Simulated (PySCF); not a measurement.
C₉H₆N₄.

```xyz
19

C     -1.6172    -2.1673     0.0000
C     -2.2136    -0.9147     0.0000
C     -1.3858     0.2119     0.0000
C     -1.8399     1.5486     0.0000
C     -0.9092     2.5629     0.0000
N      0.4078     2.3619     0.0000
C      0.8551     1.1119     0.0000
C      2.2350     0.8287     0.0000
C      2.6466    -0.4846     0.0000
N      1.8205    -1.5281     0.0000
C      0.5143    -1.3191     0.0000
N     -0.3135    -2.3693     0.0000
N     -0.0093     0.0038     0.0000
H     -2.2446    -3.0673     0.0000
H     -3.2945    -0.7830     0.0000
H     -2.9119     1.7409     0.0000
H     -1.2369     3.6089     0.0000
H      2.9201     1.6742     0.0000
H      3.7171    -0.7213     0.0000
```
Charge 0, spin multiplicity 1.

Coordinates come from a PBE0-D3(BJ)/def2-SVP optimisation.

The numbers are results of PySCF with PBE0/pcSseg-1, not measurements. Non-relativistic, no solvent.

Question: Give the absolute GIAO shielding of each atom: isotropic value and principal components (ppm). (The exact figures need the calculation; the answer reports its results.)

Answer: 
```tsv
atom	σ(iso)	σ11	σ22	σ33	span
C1	15.9	-95.5	11.0	132.2	227.8
C2	80.6	-1.9	91.9	151.8	153.7
C3	21.2	-63.8	4.9	122.4	186.2
C4	76.5	-7.1	88.6	147.9	155.0
C5	19.6	-90.3	15.5	133.6	223.8
N6	-6.6	-206.1	-69.2	255.5	461.6
C7	18.7	-49.6	8.4	97.4	147.0
C8	73.2	-9.1	81.1	147.7	156.8
C9	16.7	-97.3	15.3	132.2	229.5
N10	-13.5	-223.4	-68.8	251.7	475.1
C11	22.6	-34.9	24.9	77.7	112.6
N12	-26.6	-247.1	-76.7	244.0	491.0
N13	38.8	-53.3	-22.8	192.5	245.8
H14	24.4	22.8	24.0	26.4	3.6
H15	26.9	25.4	27.3	28.1	2.7
H16	26.8	25.3	27.2	28.0	2.7
H17	24.8	23.2	24.7	26.5	3.3
H18	26.3	25.0	26.7	27.3	2.3
H19	24.2	22.7	23.6	26.3	3.7
```
